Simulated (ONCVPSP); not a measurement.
**Potentials for magnesium compared**

Generated with ld1.x 7.5 (TM, RRKJ, ultrasoft, PAW), atompaw 4.2 or ONCVPSP 4.0.1. The cutoff is in Ry: for ld1.x and atompaw files where the sum of valence levels is converged to 10 mRy in a Bessel basis, for ONCV files where the hardest occupied wave has 1 mHa per electron of residual kinetic energy. The error is the largest all-electron minus pseudo excitation energy over each file’s own four to seven test configurations (ionisations up to +4, promotions, holes and added fractions of an electron), all of which were solved. The labels leave out finer settings (local radius, basis sizes, second energies), which also bear on the numbers. Spin-polarised tests are not counted. The rows are a selection from randomly drawn settings: files with unsolved tests, undetermined cutoffs or missed reference levels are left out.

| potential | cutoff (Ry) | largest error (meV) | bound ghosts |
| --- | --- | --- | --- |
| ONCV, PBE, scalar-relativistic, rc 1.25/1.10 (sp), local smoothed, core correction no, reference 2s2 2p6 3s2, qcut 9.2/14.3, projectors 2/3 | 141 | +197 | none |
| ONCV, LDA (Perdew-Wang 92), scalar-relativistic, rc 1.05/1.15 (sp), local smoothed, core correction yes, reference 2s2 2p6 3s0.5, qcut 12.9/11.9, projectors 3/1 | 113 | -283 | none |
| ONCV, PBE, scalar-relativistic, rc 1.45/0.65 (sp), local smoothed, core correction no, reference 2s2 2p6 3s1.5, qcut 8.8/18.1, projectors 2/2 | 277 | -159 | none |
| ONCV, BLYP, scalar-relativistic, rc 1.20/0.65 (sp), local smoothed, core correction no, reference 2s2 2p6 3s2, qcut 7.5/18.7, projectors 2/2 | 282 | +52 | none |
| ONCV, PBE, scalar-relativistic, rc 1.20/1.20 (sp), local smoothed, core correction yes, reference 2s2 2p6 3s2, qcut 12.5/9.7, projectors 2/1 | 83 | +386 | none |
| ONCV, LDA (Perdew-Zunger), scalar-relativistic, rc 1.15/1.40 (sp), local smoothed, core correction no, reference 2s2 2p6 3s1 3p1, qcut 11.8/9, projectors 2/2 | 68 | -1.2 | none |

Fill in the row for Mg: ONCV, PBEsol, scalar-relativistic, rc 1.30/1.05/1.20 (spd), local smoothed, core correction no, reference 2s2 2p6 3s1.5, qcut 10.1/15.3/7.4, projectors 3/2/2.

cutoff 167 Ry, largest error -0.7 meV, bound ghosts: none.
